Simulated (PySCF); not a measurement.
Orbital picture of BiF⁺

B3LYP at R = 1.990 Å; PySCF, scalar-relativistic core potentials, basis sets Bi def2-SVP with ECP60, F def2-SVP. State: ²Π (doublet), unpaired electrons π ↑. Only the outer orbitals are listed, counted within each symmetry, core potentials removing the inner ones.

```
spin  orbital  occ.  ε (eV)  on Bi (%)          main shells (%)
   α       5σ     1  -35.79         34          66 F s, 30 Bi d
   α       6σ     1  -23.94         89                  88 Bi s
   α       7σ     1  -17.36         27          72 F p, 18 Bi p
   α       3π     1  -17.17         10           90 F p, 8 Bi p
   α       3π     1  -17.00         10           90 F p, 8 Bi p
   α       4π     1  -12.61         92                  92 Bi p
   α       4π     0  -11.17         92                  92 Bi p
   α       8σ     0   -8.23         89          82 Bi p, 13 F p
   α       9σ     0   -1.46        101                  98 Bi s
   β       5σ     1  -35.66         34          65 F s, 31 Bi d
   β       6σ     1  -23.28         87          87 Bi s, 10 F p
   β       7σ     1  -17.24         28  71 F p, 18 Bi p, 9 Bi s
   β       3π     1  -16.99          9                   91 F p
   β       3π     1  -16.73          8                   92 F p
   β       4π     0  -10.89         93                  93 Bi p
   β       4π     0  -10.03         94                  94 Bi p
   β       8σ     0   -7.98         89          82 Bi p, 12 F p
```

Q: Which are the highest filled and the lowest empty level, where do they sit, and how wide is the gap?

A: Highest filled α 4π at -12.61 eV (in %: 92 Bi p); lowest empty α 4π at -11.17 eV (in %: 92 Bi p); the gap at B3LYP is 1.44 eV. Both belong to one degenerate shell, split only by its one-sided filling, so this is no excitation gap.

The bond order (Mayer) is 1.12. The ⟨S²⟩ is 0.751. The charge on Bi (Mulliken, basis-dependent) is 1.33. The charge on Bi (Löwdin, basis-dependent) is 1.23. The dipole moment (positive dipole points towards F; it is taken about the centre of mass and depends on that origin) is -3.14 D. The polarisability along the bond is 29.7 bohr³ and the polarisability across the bond is 19.2 bohr³.

Shares are Mulliken populations and can fall outside 0 to 100 %.

Spin–orbit coupling is left out, which matters for elements this heavy, above all for dissociation energies. The state is the lowest determinant that a PBE0 search found; another state may lie lower at other levels.
